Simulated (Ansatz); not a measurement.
trans-VF2(H2O)4 (VO4F2H8), 15 atoms. Hardware: 4 threads of Arm Neoverse V2 on a shared host.

Correlated methods freeze 11 core orbitals; core or outer-core shells of V are correlated, in sets that lack core-valence functions.

Task: How many basis functions does each of these Ansatz runs have, and roughly what does it cost? PBE-D4/def2-SVP, charge 0 quartet, energy, from earlier orbitals; PBE-D4/def2-TZVP, charge 0 quartet, energy and forces, from earlier orbitals; PBE0-D4/def2-SVP, charge 0 quartet, energy, from earlier orbitals; r2SCANh-D4/def2-TZVP, charge 0 quartet, energy, from earlier orbitals; PBE0-D4/def2-SVP, charge 0 quartet, energy with a search over starts; MP2/def2-TZVP, charge 0 quartet, energy, from earlier orbitals; RPA@PBE/def2-TZVP, charge 0 quartet, energy, from earlier orbitals; r2SCAN-D4/def2-TZVP, charge 0 quartet, energy, from earlier orbitals; PBE-D4/def2-SVP, charge 0 quartet, relaxation, 7 steps; PBE0-D4/def2-TZVP, charge 0 quartet, energy, from earlier orbitals; HF/def2-TZVP, charge 0 quartet, energy, from earlier orbitals; HF/STO-3G, charge 0 quartet, energy.

Result: Other jobs shared the machine, so times can vary by a factor of up to 3. A dash marks memory too small to be measured apart from the calling script's.

| run | functions | fitting or Cholesky vectors | wall time | peak host memory (GiB) |
| --- | --- | --- | --- | --- |
| HF/STO-3G, charge 0 quartet, energy | 56 | 817 | 0.45 s | – |
| PBE-D4/def2-SVP, charge 0 quartet, energy, from earlier orbitals | 155 | 1714 | 3.2 s | – |
| PBE0-D4/def2-SVP, charge 0 quartet, energy, from earlier orbitals | 155 | 1530 | 4.4 s | 0.62 |
| PBE-D4/def2-TZVP, charge 0 quartet, energy and forces, from earlier orbitals | 279 | 1702 | 6 s | – |
| PBE0-D4/def2-SVP, charge 0 quartet, energy with a search over starts | 155 | 1530 | 9 s | 0.62 |
| r2SCAN-D4/def2-TZVP, charge 0 quartet, energy, from earlier orbitals | 279 | 1702 | 12 s | 0.62 |
| MP2/def2-TZVP, charge 0 quartet, energy, from earlier orbitals | 279 | 2029 | 13 s | 1.1 |
| RPA@PBE/def2-TZVP, charge 0 quartet, energy, from earlier orbitals | 279 | 2029 | 15 s | 1.1 |
| PBE0-D4/def2-TZVP, charge 0 quartet, energy, from earlier orbitals | 279 | 1775 | 15 s | 1.1 |
| PBE-D4/def2-SVP, charge 0 quartet, relaxation, 7 steps | 155 | 1714 | 16 s | – |
| HF/def2-TZVP, charge 0 quartet, energy, from earlier orbitals | 279 | 2083 | 16 s | 1.8 |
| r2SCANh-D4/def2-TZVP, charge 0 quartet, energy, from earlier orbitals | 279 | 1711 | 21 s | 1.2 |
